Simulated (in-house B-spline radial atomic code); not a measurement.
**RPA and G0W0 on PBEsol: Sc VII (Sc6+)**

Configuration [Ne] 3s2 3p3, highest spin, mean-field start PBEsol. Computed with a B-spline radial code for spherical atoms: all electrons, scalar-relativistic (spin-free one-electron X2C), finite nucleus, each spin shell either full or empty, empty states to l = 9 with an (l + 1/2)⁻⁴ tail; G0W0 by contour deformation at full frequency.

Command:
```bash
python run_gw.py task.json out
```
Settings (radii: box in bohr, nucleus in fm):
```
Z                        21
electrons                15
configuration            [Ne] 3s2 3p3
hamiltonian              x2c
method                   pbesol
lmax                     9
rms_radius               3.5459
spin_polarised           True
box_radius               9.29
intervals                68
```

Time taken, with all properties: 1.8 s on 1 thread of Arm Neoverse V1 (shared host).

Energies (hartree):

```tsv
term	value
mean-field total	-751.28384
Hartree-Fock functional on these orbitals	-751.76996
direct second order	-1.1105
second-order exchange	0.40468
SOSEX correction	0.36611
```

(1) What is the RPA correlation energy, and what remains with SOSEX?

Quasi-particle levels (eV):

```tsv
level	occupied	mean field	Σx - vxc	Σc	QP weight	G0W0
3p up	yes	-126.28	-10.58	?	?	?
3s down	yes	-142.83	-7.21	-3.23	0.956	-153.27
2p down	yes	-494.68	-37.31	8.13	0.911	-523.85
3p down	no	-120.01	12.07	-3.61	0.950	-111.56
```

G0W0 = mean field + (Σx - vxc) + Σc, with Σc (partial-wave tail included) taken at the quasi-particle energy. Only the outer levels were computed. Levels of low weight are left out.

(2) Where does G0W0 put 3p up?

## Answers

(1) RPA gives -0.9745 hartree (-1.77 eV per electron); RPA + SOSEX gives -0.60839, and the second-order doubles -0.70582 hartree (no singles). SOSEX takes back 38 % of the RPA value.

(2) At -136.99 eV, with Σc = -0.13 eV and a quasi-particle weight of 0.949. The tabulated removal energy is 137.99 ± 0.25 eV (NIST, semi-empirical); the calculation leaves out spin-orbit coupling, Breit and QED terms, and what these don't explain is the method's own error.
